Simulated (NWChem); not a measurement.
System: C2H6O2Si; SMILES C([SiH2]C)(=O)O

NWChem input:

```
start job
memory heap 200 mb stack 900 mb global 1100 mb
geometry units angstroms noautosym nocenter noautoz
  C      0.637071     2.108259     0.164257
  Si    -0.690684     0.804918    -0.097028
  C      0.163335    -0.925412    -0.041435
  O      1.345189    -1.107102    -0.252848
  O     -0.685983    -1.950943     0.228591
  H      0.236040     3.117881     0.023451
  H      1.054947     2.045347     1.174793
  H      1.456191     1.958115    -0.546641
  H     -1.317549     0.913533    -1.441937
  H     -1.760554     0.859079     0.932986
  H     -0.150210    -2.771329     0.195709
end
basis spherical
  * library 6-31g*
end
dft
  xc b3lyp
  iterations 150
end
cosmo
  do_cosmo_smd true
  solvent water
end
task dft energy
```

All runs use the structure optimised with B3LYP/6-31G* (spherical d). Solvent: water.

Level: B3LYP/6-31G* with SMD (1 M gas to 1 M solution), gas-phase geometry. Reactions with the solvent are ignored.

Predict the main results of this run. (B3LYP/6-31G* (spherical d), SMD on the gas-phase geometry.) Quantities: solvation free energy (kcal/mol); cavity-dispersion-structure term (kcal/mol); dipole in solution (D).

The solvation free energy (kcal/mol) is -3.2 and the cavity-dispersion-structure term (kcal/mol) is 5.3. The dipole in solution (D) is 1.18.
